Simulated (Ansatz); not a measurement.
Cost and result for the atomization energy of `BN[SiH2]OC` (13 atoms, 12 bonds).

Z-matrix (Å, degrees):
```
Si
N 1 1.730
O 1 1.639 2 108.1
H 1 1.490 2 110.4 3 -117.9
H 1 1.482 2 107.5 3 121.4
B 2 1.400 1 126.2 3 -110.3
H 2 1.011 1 116.8 3 68.3
C 3 1.408 1 123.4 2 -167.8
H 6 1.198 2 119.7 1 179.5
H 6 1.197 2 118.9 1 -0.8
H 8 1.097 3 111.7 1 48.3
H 8 1.095 3 111.3 1 -73.3
H 8 1.091 3 108.3 1 167.6
```

Total charge 0; spin multiplicity 1. Geometry: relaxed with PBE0-D4/def2-TZVP. It is one conformer, not always the lowest. Program: Ansatz. All runs use 4 threads of an Arm Neoverse V1 on a shared host. Times are those of one run each, without the atoms' runs, and a repeat can differ threefold. Electronic energies, without spin–orbit coupling; frozen cores. CCSD(T)/CBS adds CCSD(T) − MP2 in def2-TZVPP to the MP2 limit, and its time is that of the two runs behind it. T1 = 0.012. B3LYP takes the VWN-RPA correlation (the form of Gaussian; ORCA's B3LYP/G).

CCSD(T)/CBS is a level of theory with its own doubt, some kJ/mol a heavy atom from the limit and from the frozen cores, so smaller differences don't rank the functionals.

```tsv
level	functions	atomization (kJ/mol)	difference from CCSD(T)/CBS	per bond
ωB97X-V/def2-TZVPP	278	4812.5	21.5	1.8
PBE0-D4/def2-TZVPP	278	4773.2	-17.8	-1.5
ωB97M-V/def2-TZVPP (with forces)	278	4814.6	23.6	2.0
CCSD(T)/CBS(def2)	–	4791.0	0.0	0.0
B2PLYP/def2-TZVPP	278	4755.2	-35.8	-3.0
B3LYP-D4/def2-TZVPP (with forces)	278	4809.9	18.9	1.6
r2SCAN-D4/def2-TZVPP (with forces)	278	4792.0	1.0	0.1
CCSD(T)/def2-TZVPP	278	4667.3	-123.7	-10.3
PBE-D4/def2-TZVPP (with forces)	278	4839.8	48.8	4.1
MP2/def2-QZVPP	538	4798.8	7.8	0.6
```

Task: Order the runs by time, with rough figures. (An estimate is asked.)

Result: Computed: PBE-D4/def2-TZVPP (with forces) 3.1 s; PBE0-D4/def2-TZVPP 3.3 s; B3LYP-D4/def2-TZVPP (with forces) 5.5 s; r2SCAN-D4/def2-TZVPP (with forces) 6 s; B2PLYP/def2-TZVPP 6.5 s; ωB97X-V/def2-TZVPP 9 s; ωB97M-V/def2-TZVPP (with forces) 14 s; MP2/def2-QZVPP 42 s; CCSD(T)/def2-TZVPP 4.2 min; CCSD(T)/CBS(def2) 4.9 min.

The D4 term adds +37.5 kJ/mol with B3LYP and +19.7 kJ/mol with PBE0; it sums over pairs of atoms, weighted by their polarisabilities, and B3LYP, whose exchange is more repulsive, gets the larger term. From PBE to PBE0 (25 % exact exchange), in def2-TZVPP and without D4, the atomization energy moves by −62.9 kJ/mol: exact exchange takes away binding that semilocal exchange gives to molecules. In def2-TZVPP, CCSD(T) changes the Hartree–Fock value by +1110.1 kJ/mol (the triples alone add +57.0 kJ/mol) and MP2 by +1167.3 kJ/mol; breaking electron pairs costs correlation energy, which Hartree–Fock lacks.
